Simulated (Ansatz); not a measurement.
```xyz
12

C     1.2308   -1.2229    0.8657
N     0.7355   -0.0314    0.2060
Si   -0.7495    0.1493   -0.5635
N    -1.1726    1.7791   -0.6282
F    -1.7543   -0.8169    0.2070
F    -0.8366   -0.3554   -2.0719
H     1.7345   -0.9718    1.8036
H     1.9301   -1.7909    0.2424
H     0.3942   -1.8782    1.1096
H     1.4458    0.6520   -0.0008
H    -1.7528    2.1364   -1.3679
H    -1.2051    2.3508    0.1979
```

Charge 0, multiplicity 1.

Q: List the PBE/def2-TZVPP orbital energies in eV (the Gaussian-basis code of Ansatz). (An estimate is asked.)

A: Ansatz gave: Occupied: -1780.85, -659.47, -659.44, -380.27, -380.18, -269.59, -138.36, -95.15, -95.11, -95.06, -29.51, -28.97, -22.05, -21.25, -16.61, -13.65, -12.57, -12.17, -11.49, -11.29, -10.85, -10.40, -10.08, -9.63, -9.62, -9.26, -8.81, -6.57, -5.86. Lowest empty: -0.05, 0.63, 1.37, 1.79, 1.80, 2.08, 2.50, 2.84.
